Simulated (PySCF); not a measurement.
CH5FO2Si2, SMILES O=CO[Si@@H](F)[SiH3]. Atoms are numbered in the order given.

```xyz
11

O      1.3053     1.0704     1.2120
C      1.7864     0.9685     0.1150
O      1.2056     0.3606    -0.9268
Si    -0.2942    -0.4676    -0.8335
F      0.0749    -2.0236    -0.5347
Si    -1.6707     0.3535     0.8760
H      2.7773     1.3795    -0.1696
H     -0.8037    -0.3840    -2.2221
H     -3.0701    -0.0829     0.5805
H     -1.6259     1.8416     0.8687
H     -1.2495    -0.2046     2.1862
```

Geometry: B3LYP-D3(BJ)/def2-SVP. The structure was generated by enumeration; whether it is a known compound was not checked. The values are those of a single conformer.

Two levels are set side by side: PBE/pcSseg-1 (PySCF) and PBE0/pcSseg-1 (PySCF). GIAO shifts against CFCl3 (¹⁹F), H2O (¹⁷O), TMS (²⁹Si), TMS (¹H), TMS (¹³C) at the same level; non-relativistic, no solvent, atoms listed together averaged. Differences are taken from unrounded values.

| quantity | PBE |
|---|---|
| δ(¹⁷O) of O1 (ppm) | 460.1 |
| δ(¹³C) of C2 (ppm) | 164.4 |
| δ(¹⁷O) of O3 (ppm) | 267.1 |
| δ(²⁹Si) of Si4 (ppm) | 11.1 |
| δ(¹⁹F) of F5 (ppm) | -188.5 |
| δ(²⁹Si) of Si6 (ppm) | -109.1 |
| δ(¹H) of H7 (ppm) | 8.35 |
| δ(¹H) of H8 (ppm) | 5.80 |

These are the PBE values. What does PBE0 give? (The exact figures need the calculation; the answer reports its results.)


| quantity | PBE0 | PBE minus PBE0 |
|---|---|---|
| δ(¹⁷O) of O1 (ppm) | 462.2 | -2.1 |
| δ(¹³C) of C2 (ppm) | 168.5 | -4.1 |
| δ(¹⁷O) of O3 (ppm) | 247.4 | 19.7 |
| δ(²⁹Si) of Si4 (ppm) | 10.5 | 0.5 |
| δ(¹⁹F) of F5 (ppm) | -172.3 | -16.2 |
| δ(²⁹Si) of Si6 (ppm) | -103.2 | -5.9 |
| δ(¹H) of H7 (ppm) | 8.28 | 0.07 |
| δ(¹H) of H8 (ppm) | 5.58 | 0.22 |

Rough cost on one machine, each run with all the roots and properties that it gave: PBE0 against PBE within a factor of 2.
